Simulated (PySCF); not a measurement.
Species: C₅HF₂O₃ (charge -1).
Z-matrix (Å and degrees, PBE0-D3(BJ)/def2-SVP geometry), rows numbered from 1:
```
O 
C   1  1.2438
O   2  1.2381  1  132.16
C   2  1.5342  1  112.14  3   179.91
C   4  1.3686  2  130.63  1    -0.05
C   5  1.4246  4  106.23  2  -179.81
F   6  1.3363  5  127.80  4   179.95
C   6  1.3614  5  105.94  4    -0.07
F   8  1.3202  6  131.94  5   179.94
O   8  1.3256  6  111.11  5     0.01
H   5  1.0860  4  124.24  2     0.06
```

Jobs on this species (11 atoms, 74 electrons) with PySCF (density fitting). Hardware of each: an Arm Neoverse V2 with one thread, no GPU, on a shared host. Times come from a shared host and carry two figures at best.

| level and settings | work | basis functions | SCF cycles | wall time |
| --- | --- | --- | --- | --- |
| PBE0-D3(BJ)/def2-SVP, grid level 1 | geometry optimisation from a GFN2-xTB start | 145 | ? | ? |
| B3LYP/def2-SVPD | 6 singlets by full TDDFT, polarisability, dynamic polarisability | 223 | ? | ? |
| PBE0/pcSseg-1, IEF-PCM chloroform | shieldings, ring-centre shieldings, charges and field gradients | 175 | ? | ? |
| PBE0/pcSseg-1, IEF-PCM cyclohexane | shieldings, ring-centre shieldings | 175 | 15 | 17 s |
| B3LYP/def2-SVPD, IEF-PCM cyclohexane | 6 singlets by full TDDFT, polarisability | 223 | 16 | 30 s |
| B3LYP/def2-SVPD, IEF-PCM chloroform | 6 singlets by full TDDFT, polarisability | 223 | 15 | 29 s |

Task: Fill in the missing figures.

Result: 
- PBE0-D3(BJ)/def2-SVP, grid level 1; geometry optimisation from a GFN2-xTB start: 77 s, 80 SCF cycles
- B3LYP/def2-SVPD; 6 singlets by full TDDFT, polarisability, dynamic polarisability: 37 s, 16 SCF cycles
- PBE0/pcSseg-1, IEF-PCM chloroform; shieldings, ring-centre shieldings, charges and field gradients: 18 s, 15 SCF cycles

Task: What do all jobs in the table cost together?

Result: About 3.5 min; the longest takes about 37 % of that, and about 4.5 times as long as the shortest.
